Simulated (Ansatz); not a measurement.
The cluster Cu₈Te₄⁻. The state is a doublet with charge -1. Geometry PBE-D4/def2-SVP.

```xyz
12

Cu   -1.905   -1.059   -1.417
Cu    0.342   -2.216   -1.308
Cu   -0.585   -1.061    0.755
Cu    1.346   -0.083   -0.898
Cu    1.478    0.189    1.575
Cu   -0.770    1.006   -1.003
Cu    1.105    2.142    0.037
Cu   -0.819    1.375    1.462
Te   -2.903    0.107    0.619
Te    1.713   -2.275    0.841
Te   -0.185   -0.657   -3.228
Te    1.182    2.532    2.565
```

In the def2 sets Te takes a core potential; there is no spin–orbit coupling. Single mean-field runs in def2-TZVP are fitted with def2-universal-jkfit. Another isomer (doublet) lies 0.31 eV lower at PBE0-D4/def2-TZVP; other spin states weren't run for this one.

Problem. Estimate the α-spin orbital energies around the gap (eV) in Ansatz with PBE-D4/def2-SVP, PBE-D4/def2-TZVP, BLYP-D4/def2-TZVP, r2SCAN-D4/def2-TZVP, PBE0-D4/def2-SVP.

Solution. 
| orbital | PBE-D4/def2-SVP | PBE-D4/def2-TZVP | BLYP-D4/def2-TZVP | r2SCAN-D4/def2-TZVP | PBE0-D4/def2-SVP |
| --- | --- | --- | --- | --- | --- |
| HOMO−13 | -2.37 | -2.70 | -2.59 | -2.87 | -4.29 |
| HOMO−12 | -2.34 | -2.67 | -2.57 | -2.84 | -4.15 |
| HOMO−11 | -2.34 | -2.64 | -2.51 | -2.81 | -4.08 |
| HOMO−10 | -2.32 | -2.62 | -2.50 | -2.79 | -3.83 |
| HOMO−9 | -2.27 | -2.58 | -2.44 | -2.75 | -3.72 |
| HOMO−8 | -2.17 | -2.48 | -2.35 | -2.64 | -3.58 |
| HOMO−7 | -2.12 | -2.41 | -2.28 | -2.56 | -3.40 |
| HOMO−6 | -2.04 | -2.33 | -2.19 | -2.50 | -3.39 |
| HOMO−5 | -2.03 | -2.33 | -2.18 | -2.48 | -3.37 |
| HOMO−4 | -1.81 | -2.09 | -1.92 | -2.23 | -2.98 |
| HOMO−3 | -1.60 | -1.87 | -1.71 | -2.03 | -2.75 |
| HOMO−2 | -1.53 | -1.78 | -1.63 | -1.94 | -2.71 |
| HOMO−1 | -1.34 | -1.60 | -1.44 | -1.76 | -2.46 |
| HOMO | -0.70 | -0.98 | -0.79 | -1.15 | -1.56 |
| LUMO | 0.56 | 0.31 | 0.48 | 0.40 | 1.14 |
| LUMO+1 | 0.82 | 0.51 | 0.67 | 0.57 | 1.43 |
| LUMO+2 | 1.15 | 0.76 | 0.96 | 0.84 | 1.79 |
| LUMO+3 | 1.47 | 1.13 | 1.28 | 1.29 | 2.16 |
| LUMO+4 | 1.60 | 1.36 | 1.46 | 1.61 | 2.39 |
| LUMO+5 | 1.98 | 1.67 | 1.79 | 1.88 | 2.71 |
| β HOMO | -1.32 | -1.58 | -1.41 | -1.73 | -2.42 |
| β LUMO | -0.41 | -0.69 | -0.55 | -0.64 | 0.12 |
